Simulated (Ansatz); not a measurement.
Geometry optimisation, Ansatz, RKS B3LYP/6-31G*.

input.yaml

```yaml
crystal:
  periodic: [false, false, false]
  atoms:
    - { symbol: C, position_ang: [-0.7383, -0.4446, 1.4106] }
    - { symbol: Si, position_ang: [0.4566, -0.0935, 0.0604] }
    - { symbol: "N", position_ang: [0.3501, -1.3512, -1.1145] }
    - { symbol: C, position_ang: [0.2967, 1.623, -0.7179] }
    - { symbol: O, position_ang: [-0.2724, 1.675, -1.8477] }
    - { symbol: H, position_ang: [-0.7143, 0.375, 2.1826] }
    - { symbol: H, position_ang: [-0.6056, -1.3755, 1.869] }
    - { symbol: H, position_ang: [-1.768, -0.3569, 0.9957] }
    - { symbol: H, position_ang: [1.8252, -0.1702, 0.6802] }
    - { symbol: H, position_ang: [-0.47156, -1.84299, -0.95042] }
    - { symbol: H, position_ang: [1.11797, -1.9852, -0.924] }
    - { symbol: H, position_ang: [0.5649, 2.4905, -0.1065] }
basis:
  gaussian: { orbitals: "6-31G*" }
hamiltonian:
  xc: b3lyp
relax:
  f_tol: 0.015
  max_steps: 40
```

Launched with:

```bash
$ ansatz run input.yaml --threads 1 --pin off --max-ram 2048MiB --backend cpu --events-out ev --progress --plain --runs-dir out
```

Question: Where does it end, and by what steps?

Answer: The forces met the threshold. The force dipped under the threshold on the way, but the program's further checks kept it going. After 21 steps the energy has fallen by 0.659 eV; H11 moved furthest, 0.59 Å.

```
step  energy less start (eV)  largest force component (eV/Å)  accepted
   0                  0.0000                           3.184       yes
   1                 -0.1272                           3.104       yes
   2                 -0.2508                           4.070       yes
   3                 -0.5166                           1.195       yes
   4                 -0.5601                           0.815       yes
   5                 -0.6069                           0.447       yes
   6                 -0.6432                           0.459       yes
   7                 -0.6491                           0.367       yes
   8                 -0.6407                           0.556        no
   9                 -0.6576                           0.044       yes
  10                 -0.6584                           0.014       yes
  11                 -0.6586                           0.025       yes
  12                 -0.6545                           0.426        no
  13                 -0.6589                           0.016       yes
  14                 -0.6590                           0.037       yes
  15                 -0.6586                           0.208        no
  16                 -0.6579                           0.126        no
  17                 -0.6591                           0.015       yes
  18                 -0.6592                           0.061       yes
  19                 -0.6592                           0.030       yes
  20                 -0.6593                           0.008       yes
  21                 -0.6593                           0.007       yes
```

```xyz
12
Properties=species:S:1:pos:R:3
C -0.819 -0.325 1.532
Si 0.504 -0.221 0.196
N 0.415 -1.597 -0.854
C 0.260 1.476 -0.709
O -0.220 1.553 -1.828
H -0.783 0.544 2.199
H -0.679 -1.227 2.138
H -1.823 -0.366 1.095
H 1.873 -0.197 0.784
H -0.447 -1.749 -1.366
H 1.205 -1.773 -1.466
H 0.555 2.426 -0.184
```

Whether the end is a true minimum wasn't checked by a vibrational analysis.

The run took 84 s on 1 thread of Intel(R) Xeon(R) 6975P-C (Granite Rapids), on a shared host, peak memory 0.21 GiB.
